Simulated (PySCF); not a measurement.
From a computed spectrum to the compound

A species of 5 atoms with charge 1 has these harmonic modes (PBE0, small Gaussian bases with core potentials, PySCF 2.14.0):

| cm⁻¹ | km/mol | symmetry |
| --- | --- | --- |
| 142 | 1.0 | a1 |
| 461 | 208.5 | b2 |
| 536 | 191.9 | a1 |
| 562 | 0.0 | a2 |
| 577 | 422.8 | b1 |
| 694 | 173.7 | b2 |
| 721 | 65.0 | a1 |
| 3934 | 444.6 | b2 |
| 3940 | 301.4 | a1 |

Which species is it, and in which structure?

[Dy(OH)2]+ (singlet in the valence; each metal's 4f electrons, 9 of them, lie in its core potential, out of spins and levels):
```xyz
5

Dy    0.0000    0.0000   -0.1919
O     1.6313   -0.0345    0.8834
H     2.2894   -0.0484    1.5860
O    -1.6313    0.0345    0.8834
H    -2.2894    0.0484    1.5860
```
Ideal gas at 298.15 K and 1 bar: S = 310.5 J/(mol K), Cp = 67.7 J/(mol K), H − H(0 K) = 14.3 kJ/mol (rigid rotor, harmonic modes, spin degeneracy alone, that of the 4f electrons in the core included). An lcecp potential fixes the number of 4f electrons, so in runs with it no electron can move into or out of that shell.
 The answer isn't unique; the calculation gave this one.
